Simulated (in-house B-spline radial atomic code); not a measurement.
Inner levels of neodymium as electrons are removed. A shift is the extra binding of the orbital against the neutral atom ([Xe] 4f4 6s2). Computed with a radial B-spline atomic code at the basis-set limit: non-relativistic Hartree-Fock, average of the configuration, point nuclei.

This level leaves out relativity, spin-orbit splitting included, which matters for heavy ions.

```json
{"ion": "Nd13+", "configuration": "[Kr] 4d10 5s1", "shift of 3d (eV)": "252.81", "shift of 1s (eV)": "250.64", "shift of 4p (eV)": "237.91", "radius of 3d (bohr)": "0.24155", "radius of 1s (bohr)": "0.025298", "radius of 4p (bohr)": "0.63875", "Σ<r²> (bohr²)": "11.997", "change of density at nucleus (bohr⁻³)": "21.868"}
{"ion": "Nd14+", "configuration": "[Kr] 4d10", "shift of 3d (eV)": "276.48", "shift of 1s (eV)": "275.27", "shift of 4p (eV)": "260.04", "radius of 3d (bohr)": "0.24149", "radius of 1s (bohr)": "0.025298", "radius of 4p (bohr)": "0.63734", "Σ<r²> (bohr²)": "10.16", "change of density at nucleus (bohr⁻³)": "-70.998"}
{"ion": "Nd15+", "configuration": "[Kr] 4d9", "shift of 3d (eV)": "315.61", "shift of 1s (eV)": "316.44", "shift of 4p (eV)": "292.04", "radius of 3d (bohr)": "0.2416", "radius of 1s (bohr)": "0.025298", "radius of 4p (bohr)": "0.63207", "Σ<r²> (bohr²)": "9.4658", "change of density at nucleus (bohr⁻³)": "-52.638"}
{"ion": "Nd16+", "configuration": "[Kr] 4d8", "shift of 3d (eV)": "355.79", "shift of 1s (eV)": "358.87", "shift of 4p (eV)": "324.67", "radius of 3d (bohr)": "0.24136", "radius of 1s (bohr)": "0.025298", "radius of 4p (bohr)": "0.62686", "Σ<r²> (bohr²)": "8.8063", "change of density at nucleus (bohr⁻³)": "-33.323"}
{"ion": "Nd17+", "configuration": "[Kr] 4d7", "shift of 3d (eV)": "396.98", "shift of 1s (eV)": "402.53", "shift of 4p (eV)": "357.91", "radius of 3d (bohr)": "0.2411", "radius of 1s (bohr)": "0.025298", "radius of 4p (bohr)": "0.62171", "Σ<r²> (bohr²)": "8.179", "change of density at nucleus (bohr⁻³)": "-13.052"}
{"ion": "Nd18+", "configuration": "[Kr] 4d6", "shift of 3d (eV)": "439.18", "shift of 1s (eV)": "447.43", "shift of 4p (eV)": "391.75", "radius of 3d (bohr)": "0.24081", "radius of 1s (bohr)": "0.025298", "radius of 4p (bohr)": "0.61662", "Σ<r²> (bohr²)": "7.5815", "change of density at nucleus (bohr⁻³)": "8.169"}
{"ion": "Nd19+", "configuration": "[Kr] 4d5", "shift of 3d (eV)": "482.37", "shift of 1s (eV)": "493.57", "shift of 4p (eV)": "426.19", "radius of 3d (bohr)": "0.24051", "radius of 1s (bohr)": "0.025298", "radius of 4p (bohr)": "0.6116", "Σ<r²> (bohr²)": "7.0116", "change of density at nucleus (bohr⁻³)": "30.339"}
{"ion": "Nd20+", "configuration": "[Kr] 4d4", "shift of 3d (eV)": "526.55", "shift of 1s (eV)": "540.92", "shift of 4p (eV)": "461.22", "radius of 3d (bohr)": "0.24019", "radius of 1s (bohr)": "0.025298", "radius of 4p (bohr)": "0.60664", "Σ<r²> (bohr²)": "6.4673", "change of density at nucleus (bohr⁻³)": "53.455"}
{"ion": "Nd21+", "configuration": "[Kr] 4d3", "shift of 3d (eV)": "571.7", "shift of 1s (eV)": "589.49", "shift of 4p (eV)": "496.83", "radius of 3d (bohr)": "0.23984", "radius of 1s (bohr)": "0.025298", "radius of 4p (bohr)": "0.60175", "Σ<r²> (bohr²)": "5.947", "change of density at nucleus (bohr⁻³)": "77.516"}
{"ion": "Nd22+", "configuration": "[Kr] 4d2", "shift of 3d (eV)": "617.82", "shift of 1s (eV)": "639.27", "shift of 4p (eV)": "533.02", "radius of 3d (bohr)": "0.23947", "radius of 1s (bohr)": "0.025299", "radius of 4p (bohr)": "0.59692", "Σ<r²> (bohr²)": "5.449", "change of density at nucleus (bohr⁻³)": "102.52"}
{"ion": "Nd23+", "configuration": "[Kr] 4d1", "shift of 3d (eV)": "664.9", "shift of 1s (eV)": "690.26", "shift of 4p (eV)": "569.79", "radius of 3d (bohr)": "0.23909", "radius of 1s (bohr)": "0.025299", "radius of 4p (bohr)": "0.59216", "Σ<r²> (bohr²)": "4.9721", "change of density at nucleus (bohr⁻³)": "128.47"}
{"ion": "Nd24+", "configuration": "[Ar] 3d10 4s2 4p6", "shift of 3d (eV)": "712.92", "shift of 1s (eV)": "742.45", "shift of 4p (eV)": "607.13", "radius of 3d (bohr)": "0.23868", "radius of 1s (bohr)": "0.025299", "radius of 4p (bohr)": "0.58746", "Σ<r²> (bohr²)": "4.515", "change of density at nucleus (bohr⁻³)": "155.36"}
{"ion": "Nd25+", "configuration": "[Ar] 3d10 4s2 4p5", "shift of 3d (eV)": "761.66", "shift of 1s (eV)": "798.07", "shift of 4p (eV)": "645.87", "radius of 3d (bohr)": "0.23828", "radius of 1s (bohr)": "0.025298", "radius of 4p (bohr)": "0.5824", "Σ<r²> (bohr²)": "4.0816", "change of density at nucleus (bohr⁻³)": "186.17"}
{"ion": "Nd26+", "configuration": "[Ar] 3d10 4s2 4p4", "shift of 3d (eV)": "811.12", "shift of 1s (eV)": "854.71", "shift of 4p (eV)": "685.08", "radius of 3d (bohr)": "0.23786", "radius of 1s (bohr)": "0.025298", "radius of 4p (bohr)": "0.57778", "Σ<r²> (bohr²)": "3.6615", "change of density at nucleus (bohr⁻³)": "217.79"}
{"ion": "Nd27+", "configuration": "[Ar] 3d10 4s2 4p3", "shift of 3d (eV)": "861.29", "shift of 1s (eV)": "912.37", "shift of 4p (eV)": "724.75", "radius of 3d (bohr)": "0.23743", "radius of 1s (bohr)": "0.025297", "radius of 4p (bohr)": "0.57327", "Σ<r²> (bohr²)": "3.2542", "change of density at nucleus (bohr⁻³)": "250.24"}
{"ion": "Nd28+", "configuration": "[Ar] 3d10 4s2 4p2", "shift of 3d (eV)": "912.16", "shift of 1s (eV)": "971.04", "shift of 4p (eV)": "764.88", "radius of 3d (bohr)": "0.23699", "radius of 1s (bohr)": "0.025296", "radius of 4p (bohr)": "0.56884", "Σ<r²> (bohr²)": "2.859", "change of density at nucleus (bohr⁻³)": "283.51"}
{"ion": "Nd29+", "configuration": "[Ar] 3d10 4s2 4p1", "shift of 3d (eV)": "963.72", "shift of 1s (eV)": "1030.72", "shift of 4p (eV)": "805.47", "radius of 3d (bohr)": "0.23654", "radius of 1s (bohr)": "0.025296", "radius of 4p (bohr)": "0.56449", "Σ<r²> (bohr²)": "2.4755", "change of density at nucleus (bohr⁻³)": "317.6"}
```
